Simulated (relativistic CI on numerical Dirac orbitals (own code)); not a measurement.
The 4d ions of charge 5+

Calculated at this level of theory: Dirac-Coulomb-Breit CI, separate exchange-only KLI orbitals for each configuration, model QED (radiative potential, 1s self-energy scaled to tabulated hydrogen-like ionisation energies), unscaled Slater integrals (own radial code, finite nucleus).

Each species is treated in one configuration, given outside its closed core, with all valence electrons in the open shell. Radial values are for the open shell of highest l, unscaled and averaged over j; ζ includes the Breit term. Labels give the leading LS character, summed over repeated terms.

```tsv
Ion	Configuration	Its lowest level	LS weight (%)	g_J	g√(J(J+1))	F² (cm⁻¹)	F⁴ (cm⁻¹)	⟨r⟩ (bohr)	⟨r²⟩ (bohr²)
Mo5+	4d	²D3/2	100	0.799	1.55			1.45	2.422
Tc5+	4d²	³F2	99	0.671	1.64	73920	49130	1.38	2.196
Ru5+	4d³	⁴F3/2	99	0.404	0.78	77320	51370	1.316	2.001
Rh5+	4d⁴	⁵D0	97		0.00	80700	53600	1.259	1.832
Pd5+	4d⁵	⁶S5/2	99	1.996	5.91	84060	55810	1.206	1.685
Ag5+	4d⁶	⁵D4	98	1.494	6.68	87400	58000	1.158	1.556
Cd5+	4d⁷	⁴F9/2	96	1.325	6.59	90710	60190	1.114	1.442
```
